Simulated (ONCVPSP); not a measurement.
## Reading a pseudo-wave (Cd)

Columns: radius, all-electron u(r) and pseudo u(r) of the 4d shell (level -15.95 eV) of cadmium in the configuration [Ar] 3d10 4s2 4p6 4d10 5s1.5; PBE, scalar-relativistic, ONCV scheme, ONCVPSP 4.0.1.

```
r (bohr)  all-electron  pseudo
   0.090       -0.2038  0.0037
   0.180       -0.4612  0.0284
   0.270       -0.4272  0.0891
   0.360       -0.1875  0.1910
   0.450        0.1175  0.3280
   0.540        0.4010  0.4850
   0.630        0.6269  0.6423
   0.720        0.7865  0.7805
   0.810        0.8854  0.8851
   0.900        0.9347  0.9490
   0.990        0.9468  0.9727
   1.080        0.9327  0.9626
   1.170        0.9011  0.9279
   1.260        0.8585  0.8784
   1.350        0.8098  0.8221
   1.440        0.7582  0.7644
   1.530        0.7060  0.7084
   1.620        0.6547  0.6553
   1.710        0.6051  0.6052
   1.800        0.5580  0.5580
   1.890        0.5136  0.5136
   1.980        0.4720  0.4720
   2.070        0.4333  0.4333
   2.160        0.3974  0.3974
   2.250        0.3642  0.3642
   2.340        0.3336  0.3336
```

(1) How many radial nodes do the two functions have?

(2) At about which radius was the pseudo-wave matched?

(3) Is the pseudo-wave norm-conserving?

Results:

(1) The all-electron 4d function has n − l − 1 = 1; the pseudo-wave has 0, since the states of the same l below it are removed with the core.

(2) 1.80 bohr, where the columns begin to agree (steps of 0.09 bohr).

(3) Yes: the ONCV scheme keeps the norm inside the radius equal to the all-electron one, which fixes the energy derivative of the logarithmic derivative at the level.
